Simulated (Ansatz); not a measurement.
```yaml
crystal:
  periodic: [false, false, false]
  atoms:
    - {symbol: C, position_ang: [-1.301750, 1.145849, -0.475551]}
    - {symbol: Sn, position_ang: [0.205528, -0.112780, 0.301881]}
    - {symbol: N, position_ang: [1.341492, -1.035374, -1.061773]}
    - {symbol: O, position_ang: [-0.444108, -1.530845, 1.475104]}
    - {symbol: F, position_ang: [1.283730, 0.949907, 1.509037]}
    - {symbol: H, position_ang: [-0.883461, 1.787561, -1.250196]}
    - {symbol: H, position_ang: [-1.698712, 1.758354, 0.332561]}
    - {symbol: H, position_ang: [-2.095807, 0.531648, -0.898729]}
    - {symbol: H, position_ang: [1.906288, -0.424065, -1.636181]}
    - {symbol: H, position_ang: [1.940153, -1.747655, -0.664325]}
    - {symbol: H, position_ang: [-0.187955, -1.379699, 2.388771]}
basis:
  gaussian: {orbitals: ANO-RCC-VTZP}
hamiltonian: {xc: {name: CCSD(T)}}
output: {forces: true}
```

```sh
$ ansatz run in.yaml --threads 4 --pin off --events-out ev --progress --plain --max-ram 10444MiB
```

Shortened log:

```
Error: YAML parse error: error: line 17 column 19: hamiltonian.xc: no functional is named "CCSD(T)"; the names, which are not case-sensitive, are SVWN5, SPW92, PBE, PBE0, PBEsol, revPBE, revPBE0, RPBE, rPW86-PBE, HSE06, wPBEh, LC-wPBE, HISS, HF, BLYP, B3LYP, B3LYP5, BHLYP, CAM-B3LYP, r2SCAN, r2SCANh, r2SCAN0, r2SCAN50, m-r2SCAN, B97, wB97, wB97X, wB97X-V, B97M-V, wB97M-V, B2PLYP, B2GP-PLYP, PBE0-DH, PBE-QIDH
15 | basis:
16 |   gaussian: {orbitals: ANO-RCC-VTZP}
17 | hamiltonian: {xc: {name: CCSD(T)}}
18 | output: {forces: true}
```

Something in this input is off. What?

The method's name isn't one that the program takes here. The input was rejected before any iteration.

HSE06 is defined as in plane-wave codes.
